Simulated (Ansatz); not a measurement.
`FBF` + `F[Si]N([SiH3])[SiH3]` → `FBN([SiH3])[SiH3]` + `F[Si]F` at 400 K and 1 bar (redistribution).

Calculated with Ansatz (gas phase, PBE0-D4/def2-TZVP geometries, no zero-point term in ΔE). CCSD(T)/CBS is the MP2 limit (def2-TZVPP, def2-QZVPP) plus CCSD(T) − MP2 in def2-TZVPP, frozen cores. This one scheme is used for every species. Each species was taken in one conformer, which may not be the lowest.

```csv
species,CCSD(T)/CBS energy (Eh),H − E (kJ/mol),S (J/(mol·K))
`FBF`,-225.09427,62.5,257.9
`F[Si]N([SiH3])[SiH3]`,-1025.44155,195.6,414.7
`FBN([SiH3])[SiH3]`,-761.79139,229.7,403.7
`F[Si]F`,-488.75686,28.3,270.5
```

H − E and S are ideal-gas, rigid-rotor, harmonic terms from PBE0-D4/def2-TZVP, for one conformer and one mirror image of each species. 1 Eh = 2625.50 kJ/mol, R = 8.31446 J/(mol·K).

Question: By hand: ΔE, ΔH, ΔS and ΔG.

Answer: ΔE = (-761.79139) + (-488.75686) − (-225.09427) − (-1025.44155) = -0.01243 Eh = -32.6 kJ/mol. Δ(H − E) = 229.7 + 28.3 − 62.5 − 195.6 = -0.1, so ΔH = -32.7 kJ/mol. ΔS = 403.7 + 270.5 − 257.9 − 414.7 = 1.6 J/(mol·K). ΔG = -32.7 − 400 × (1.6)/1000 = -33.3 kJ/mol.

Question: By hand: the equilibrium constant, and the temperature at which ΔG would vanish if ΔH and ΔS stayed fixed.

Answer: log₁₀ K = −ΔG/(RT ln 10) = 4.3. ΔH and −TΔS have one sign here, so there is no such temperature.

The number of gas molecules stays the same, so ΔS is small and ΔH decides. A doubt of 5 kJ/mol in ΔE shifts log₁₀ K by 0.7 here. Other conformers and mirror images would add mixing entropy, several J/(mol·K) or more a flexible species. These are equilibria of isolated gas molecules and say nothing of rates. Largest T1 diagnostic: 0.015 (customary marks: 0.02 for closed shells, 0.045 for open ones).

ΔS is within the doubt of such terms, so its sign, and with it that verdict, could turn.
